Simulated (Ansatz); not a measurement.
Reaction (SMILES): Br (HBr) → Br atom + H atom
B3LYP-D3(BJ)/def2-TZVP geometries, fixed; electronic energies without zero-point terms.

Basis-set convergence of the bond dissociation energy at PBE0 with Ansatz (a program for electronic structure). All functions are spherical. The program fits the integrals of some runs and decomposes those of others, by size. Open shells are unrestricted. No added dispersion term, no relativity. Functions are those of the species that has most. Reference: the value in aug-cc-pV5Z, 91.66 kcal/mol, itself unsure by roughly 0.06 kcal/mol (its mean distance from pcseg-4, aug-pcseg-3, aug-cc-pVQZ). Deviations are taken from unrounded values.

```tsv
basis	functions	bond dissociation energy (kcal/mol)
cc-pVDZ	32	90.49
aug-cc-pVDZ	45	91.19
pcseg-1	32	90.01
aug-pcseg-1	45	90.94
def2-SVP	37	90.99
def2-SVPD	49	92.00
def2-TZVP	54	91.07
def2-TZVPD	66	91.48
cc-pVTZ	57	91.44
aug-cc-pVTZ	82	91.56
pcseg-2	57	91.27
aug-pcseg-2	82	91.54
def2-TZVPP	62	91.56
def2-TZVPPD	74	91.85
cc-pVQZ	98	91.58
aug-cc-pVQZ	139	91.62
pcseg-3	101	91.60
aug-pcseg-3	142	91.59
def2-QZVPP	119	91.60
def2-QZVPPD	131	91.67
cc-pV5Z	159	91.62
aug-cc-pV5Z	220	91.66
```

What the diffuse functions change, pair by pair:
- cc-pVDZ to aug-cc-pVDZ: 13 more functions, deviation -1.17 to -0.47 kcal/mol
- pcseg-1 to aug-pcseg-1: 13 more functions, deviation -1.65 to -0.72 kcal/mol
- def2-SVP to def2-SVPD: 12 more functions, deviation -0.67 to 0.34 kcal/mol
- def2-TZVP to def2-TZVPD: 12 more functions, deviation -0.59 to -0.18 kcal/mol
- cc-pVTZ to aug-cc-pVTZ: 25 more functions, deviation -0.22 to -0.10 kcal/mol
- pcseg-2 to aug-pcseg-2: 25 more functions, deviation -0.39 to -0.12 kcal/mol
- def2-TZVPP to def2-TZVPPD: 12 more functions, deviation -0.10 to 0.19 kcal/mol
- cc-pVQZ to aug-cc-pVQZ: 41 more functions, deviation -0.08 to -0.04 kcal/mol
- pcseg-3 to aug-pcseg-3: 41 more functions, deviation -0.06 to -0.07 kcal/mol
- def2-QZVPP to def2-QZVPPD: 12 more functions, deviation -0.06 to 0.01 kcal/mol
- cc-pV5Z to aug-cc-pV5Z: 61 more functions, deviation -0.04 to 0.00 kcal/mol

Leaving out the reference's own pair, they bring the value nearer the reference by more than 0.06 kcal/mol in 6 of 10 pairs.
